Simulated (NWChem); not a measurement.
System: SiHBr₂F; SMILES F[SiH](Br)Br

```xyz
5

Si     0.7255     0.4393     0.0000
F      2.0690    -0.4345     0.0000
Br    -0.4306    -0.0453     1.8272
Br    -0.4306    -0.0453    -1.8272
H      1.0786     1.8684     0.0000
```
Atoms are numbered in this order, from 1.

Program: NWChem. Pople sets run with spherical d functions. Geometry: optimised at B3LYP/6-31G* (spherical d). Vzz is the largest principal value of the second derivative of the potential at the nucleus (NWChem prints the opposite sign); η is the asymmetry. Non-relativistic.

```json
[
 {"level": "PBE0/6-31G*", "Vzz Br4 (a.u.)": "4.374", "η Br4": "0.03"},
 {"level": "PBE0/def2-SVP", "Vzz Br4 (a.u.)": "4.488", "η Br4": "0.04"},
 {"level": "Hartree-Fock/6-31G*", "Vzz Br4 (a.u.)": "4.196", "η Br4": "0.03"},
 {"level": "Hartree-Fock/def2-SVP", "Vzz Br4 (a.u.)": "4.375", "η Br4": "0.03"}
]
```
